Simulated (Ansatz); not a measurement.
Start from `O[SiH](S)[GeH3]` and change one atom or group to get `O[SiH](O)S`.

Ansatz, PBE0-D4/def2-TZVP geometries, multiplicity 1. Each molecule was computed in one conformer, which needn't be the lowest.

Scalar relativity is left out up to krypton.

```csv
property,`O[SiH](S)[GeH3]`
LUMO energy (PBE0/def2-TZVPP) / eV,-0.17
LUMO energy (B3LYP/def2-TZVPP) / eV,-0.39
LUMO energy (ωB97M-V/def2-TZVPP) / eV,1.51
HOMO–LUMO gap (ωB97M-V/def2-TZVPP) / eV,11.06
HOMO–LUMO gap (PBE0/def2-TZVPP) / eV,7.29
HOMO–LUMO gap (B3LYP/def2-TZVPP) / eV,6.85
```

Task: Give the same properties after the change, and the shifts. (Estimate.)

Result: The calculation gave: 
```
                               property  `O[SiH](O)S`  shift
     LUMO energy (PBE0/def2-TZVPP) / eV          0.43   0.60
    LUMO energy (B3LYP/def2-TZVPP) / eV          0.12   0.51
  LUMO energy (ωB97M-V/def2-TZVPP) / eV          2.02   0.51
HOMO–LUMO gap (ωB97M-V/def2-TZVPP) / eV         11.91   0.85
   HOMO–LUMO gap (PBE0/def2-TZVPP) / eV          8.10   0.81
  HOMO–LUMO gap (B3LYP/def2-TZVPP) / eV          7.52   0.67
```

With PBE0 the HOMO falls by 0.21 eV and the LUMO rises by 0.60 eV, so the gap widens by about 0.81 eV. PBE moves the HOMO by -0.08 eV and ωB97M-V by -0.33 eV.

B3LYP here is the variant with VWN-RPA as its local correlation; programs differ in this.
